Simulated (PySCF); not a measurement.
## [Ce(NH3)2]3+: from a saddle point downhill

PySCF 2.14.0, RKS BP86, Ce lcecp-1-SVP with ECP47, N def2-SVP, H def2-SVP; non-relativistic Hamiltonian with scalar-relativistic core potentials where named; density fitting; no spin-orbit coupling. Relaxed within the symmetry of its start, the geometry (D3d) is

```xyz
9

Ce    0.0000    0.0000    0.0000
N     0.0000    0.0000    2.5749
H     0.8152    0.4707    3.0389
H    -0.8152    0.4707    3.0389
H     0.0000   -0.9413    3.0389
N     0.0000    0.0000   -2.5749
H     0.8152   -0.4707   -3.0389
H    -0.8152   -0.4707   -3.0389
H     0.0000    0.9413   -3.0389
```

and its lowest harmonic modes are -118, -118, 56, 327, 332, 598 cm⁻¹ (negative: unstable; uncertain by 10 to 30 cm⁻¹). It was moved along the lowest mode and relaxed again.

(1) Where does it end, and how much lower?

(2) How do the contacts change?

(3) Is the end a minimum?

An lcecp potential fixes the number of 4f electrons, so in runs with it no electron can move into or out of that shell.

State: singlet in the valence, with the 4f electrons in the core potential.

## Answers

(1) In C1, 0.443 eV lower, after 21 steps:
```xyz
9

Ce    0.4224   -1.0857   -0.0002
N    -0.0691    0.1862    2.1063
H     0.6619    0.8771    2.4087
H    -0.9465    0.7628    2.1119
H    -0.1826   -0.4133    2.9618
N    -0.0683    0.1862   -2.1059
H     0.6060    0.0115   -2.8926
H    -0.9964   -0.0178   -2.5542
H    -0.0735    1.2338   -2.0359
```

(2) 
| contact | saddle (Å) | end (Å) |
| --- | --- | --- |
| Ce1–N2 (NH3) | 2.575 | 2.509 |
| Ce1–N6 (NH3) | 2.575 | 2.508 |


(3) Probably not: 1 of the modes stay unstable (below −25 cm⁻¹), though so soft as to be near the noise; lowest modes -56, 45, 72, 346, 353, 642 cm⁻¹.
